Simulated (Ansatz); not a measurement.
System: CH4FSi, net charge 0, doublet state. It need not be the lowest isomer of its formula. 
Structure (B3LYP-D3(BJ)/def2-TZVP (Ansatz, a quantum-chemistry and plane-wave program) minimum search):
```
Si
F 1 1.6092
H 1 1.4783 2 108.30
H 1 1.4811 3 110.10 2 115.78
C 1 1.8328 3 110.60 4 124.06
H 5 1.0842 1 122.58 3 -19.89
H 5 1.0846 6 114.76 1 178.33
```
Charge 0, spin multiplicity 2.

Basis-set convergence of Hartree-Fock and CCSD(T) correlation energies (hartree) with Ansatz. Valence correlation only, unless marked. Open shells are spin-unrestricted. No spin-orbit coupling. Non-relativistic.

| basis | functions | E(HF) | E(corr, CCSD(T)) |
|---|---|---|---|
| aug-cc-pV(D+d)Z | 114 | -428.61457 | -0.47750 |
| aug-cc-pV(T+d)Z | 239 | (withheld) | (withheld) |

Task: Some entries are withheld; supply them.

Result: 
- aug-cc-pV(T+d)Z, E(HF): -428.66953
- aug-cc-pV(T+d)Z, E(corr, CCSD(T)): -0.57929
